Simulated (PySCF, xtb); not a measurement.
BCl2, SMILES [B](Cl)Cl (connectivity only; charge and spin as stated), charge +1, multiplicity 1.

Harmonic wavenumbers (cm⁻¹) from xtb with GFN2-xTB at its own minimum, in rising order: 301, 301, 557, 1370.

Problem. What does PBE-D3(BJ)/def2-TZVP (PySCF) give at its own minimum? (The exact figures need the calculation; the answer reports its results.)

Solution. 316, 316, 551, 1454. Paired by order, the mean absolute difference is 30 cm⁻¹ and the zero-point energies are 3.6 and 3.8 kcal/mol.
